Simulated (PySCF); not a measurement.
A PySCF script (with the pyscf-properties extension) for the NMR shieldings of SMILES C(C(CC)([SiH3])[SiH3])C, C$_{5}$H$_{16}$Si$_{2}$, on a PBE0-D3(BJ)/def2-SVP geometry:

```python
import basis_set_exchange as bse
import numpy as np
from pyscf import gto, dft
from pyscf.prop import nmr

atoms = """
C    -1.787798   -0.980988   -1.208111
C    -1.273306    0.405555   -0.840059
C    -0.063040    0.442917    0.126631
Si   -0.523086   -0.387622    1.780183
Si    0.291466    2.283143    0.461268
C     1.165238   -0.241292   -0.512613
C     2.449709   -0.212856    0.303869
H    -2.112161   -1.546869   -0.320050
H    -2.656242   -0.903475   -1.879673
H    -1.027180   -1.583300   -1.724982
H    -0.994870    0.937480   -1.769529
H    -2.105016    0.984697   -0.403536
H    -1.941064   -0.054051    2.123747
H     0.346017    0.080314    2.903626
H    -0.386554   -1.876426    1.689081
H     0.787220    2.922419   -0.800439
H     1.304120    2.509135    1.536904
H    -0.977324    2.960629    0.874660
H     0.915064   -1.294147   -0.730165
H     1.350014    0.227863   -1.497190
H     2.318572   -0.681356    1.292968
H     2.812601    0.812304    0.475233
H     3.250509   -0.762745   -0.212653
"""
names = dict.fromkeys(["C", "Si", "H"], "pcSseg-1")
basis = {el: gto.basis.parse(bse.get_basis(n, elements=[el], fmt="nwchem")) for el, n in names.items()}
mol = gto.M(atom=atoms, basis=basis, charge=0, verbose=0)
mf = dft.RKS(mol, xc="PBE0")
mf.grids.level = 2
mf.grids.alignment = dft.numint.BLKSIZE   # the property module wants whole blocks of grid points
mf.conv_tol = 1e-9
mf.kernel()

calc = nmr.RKS(mf)   # GIAO
C = mf.mo_coeff
Co = C[:, mf.mo_occ > 0]
resp = mf.gen_response(singlet=True, hermi=2)
def vind(x):   # induced exchange potential for any number of trial vectors
    d = np.einsum("pi,xij,qj->xpq", C, 2 * x.reshape(-1, C.shape[1], Co.shape[1]), Co, optimize=True)
    return np.einsum("xpq,pi,qj->xij", resp(d - d.transpose(0, 2, 1)), C, Co, optimize=True).ravel()
mo1, _ = nmr.rhf.solve_mo1(calc, with_cphf=vind)
sigma = calc.kernel(mo1)
for i, s in enumerate(sigma):   # ppm
    print("%2d %-2s %9.2f" % (i, mol.atom_pure_symbol(i), np.trace(s) / 3))
```

Problem. Give the expected output.

Solution. 
```
 0 C     172.60
 1 C     150.85
 2 C     171.43
 3 Si    407.28
 4 Si    402.03
 5 C     153.02
 6 C     169.31
 7 H      30.47
 8 H      30.28
 9 H      30.02
10 H      29.87
11 H      29.71
12 H      27.47
13 H      27.23
14 H      27.29
15 H      27.58
16 H      27.07
17 H      27.57
18 H      29.38
19 H      30.16
20 H      30.39
21 H      30.15
22 H      30.08
```

These numbers come from an equivalent density-fitted implementation of the same equations, which agrees with the script to about 0.01 ppm for H and up to a few tenths of a ppm for heavy atoms, so last digits may differ.

Problem. Turn these shieldings into chemical shifts. Referencing at the same level of theory: 13C (184.41 ppm), 29Si (351.99 ppm), 1H (31.27 ppm) vs TMS.

Solution. Averaging equivalent atoms: C 1/5: 32.5; C 0/6: 13.5; C 2: 13.0; Si 3/4: -52.7; H 12/13/14/15/16/17: 3.90; H 10/11/18/19: 1.49; H 7/8/9/20/21/22: 1.03 ppm. 

Size and cost of the density-fitted run: 213 basis functions, 2.2 min wall time on 1 thread of an Intel Xeon, shared host; peak memory 1 GiB.
